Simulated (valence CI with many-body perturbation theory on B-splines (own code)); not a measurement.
The numbers below are computed, except where a source is named.
Sr17+: what the settings do

Level of theory: valence CI with perturbative core correlation (CI+MBPT): three valence electrons over a frozen Dirac-Fock core [Ar], radial functions for each j: 6 s, 6 p, 5 d, 5 f, 1 g, with the one-electron correlation potential Σ1 (screened to all orders), the two-electron term Σ2, the three-electron term Σ3, Breit, model QED; selected single and double excitations, second order for the rest, scaled by the run's own slope (own B-spline code, finite nucleus).

No measured levels were compared; by estimate terms of the open shell hold to 2 to 4 % of their energy, and close levels can change places. Only levels of the ground parity were solved; by the run's estimate the other parity begins above the list, which can be wrong where configurations are misplaced.

The reference run has the lowest level 3d³ ⁴F_3/2 and an ionisation energy of 665.807 eV. Its largest variational space holds 2198 state functions.

Names give the largest LS component (configuration and term), which can be under half, so a name can repeat, a term be missing and a line seem to break the LS rules; names also repeat where a configuration has a term twice. Letters in brackets count levels of one name in rising energy.

Changed runs:
A. scale of Σ1 1 → 0.8; natural orbitals for correlation on → off
B. lowest core n in screening and Σ2 1 → 3; Davidson tolerance 2e-05 → 0.001
C. shift of the energy in Σ1 (hartree) 0 → 4.444
D. closed core [Ar] → [Ar] 3d1 (bad on purpose)

Excitation energies of the reference run in cm⁻¹, and shifts in cm⁻¹:

| Level | Reference | A | B | C |
| --- | --- | --- | --- | --- |
| 3d³ ⁴F_5/2 | 8559 | -111 | +17 | +95 |
| 3d³ ⁴F_7/2 | 17677 | -148 | +23 | +176 |
| 3d³ ⁴F_9/2 | 26379 | -101 | +22 | +231 |
| 3d³ ⁴P_3/2 | 48172 | +1064 | -129 | +42 |
| 3d³ ⁴P_1/2 | 50778 | +805 | -66 | +95 |
| 3d³ ²G_7/2 | 59573 | +1020 | -16 | +169 |
| 3d³ ²G_9/2 | 62915 | +992 | +69 | +166 |
| 3d³ ⁴P_5/2 | 63544 | +695 | -47 | +215 |
| 3d³ ²D_3/2 [a] | 73334 | +1460 | -288 | +204 |
| 3d³ ²P_1/2 | 78316 | +1560 | -249 | +230 |
| 3d³ ²H_11/2 | 85420 | +1110 | +195 | +252 |
| 3d³ ²H_9/2 | 87849 | +1022 | +104 | +337 |
| Ionisation energy (eV) | 665.807 | -0.613 | +0.056 | +0.501 |

Run D: It gave no result: the perturbation theory needs a core of closed shells. The program said: "the core must hold closed shells only".
